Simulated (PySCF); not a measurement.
A GIAO shielding run with PySCF 2.14.0 with density-fitted response routines (density fitting, non-relativistic, gas phase) on `F[SiH2]N[SiH2]CC1CC1`, C₄H₁₂FNSi₂:

```
$ OMP_NUM_THREADS=1 python probes_run.py task.json out

{"job": {"kind": "nmr", "xc": "PBE0", "basis": "pcSseg-1"}, "charge": 0, "multiplicity": 1}
F     -3.858778     0.394030    -1.791676
Si    -3.905454    -0.088263    -0.262255
N     -2.270769    -0.335067     0.208783
Si    -0.859076     0.513356    -0.351259
C      0.615479    -0.251759     0.571794
C      1.910808     0.408245     0.177159
C      2.588661     0.010092    -1.096558
C      3.200997    -0.353818     0.223681
H     -4.565829     1.006430     0.434980
H     -4.612136    -1.358768    -0.243929
H     -2.137731    -0.948457     0.994764
H     -0.736219     0.327821    -1.797210
H     -0.973104     1.943181    -0.030356
H      0.683340    -1.319771     0.358122
H      0.481916    -0.155973     1.652348
H      1.957098     1.458039     0.441446
H      2.138736    -0.778704    -1.679953
H      3.068744     0.770244    -1.693772
H      3.169018    -1.389334     0.528323
H      4.099152     0.159155     0.533139
```

Hardware: 1 thread of an Arm Neoverse N1, shared host. The job also computes population analyses, field gradients, ring-centre shieldings.

(1) How large is the calculation?

(2) How long does it take, and how much memory does it need?

Answers

(1) 80 electrons, 210 basis functions and 1131 auxiliary functions.

(2) 83 s of wall time, with 12 SCF cycles and 4 response iterations; peak memory 0.94 GiB. Times on a shared host scatter by some tens of per cent.
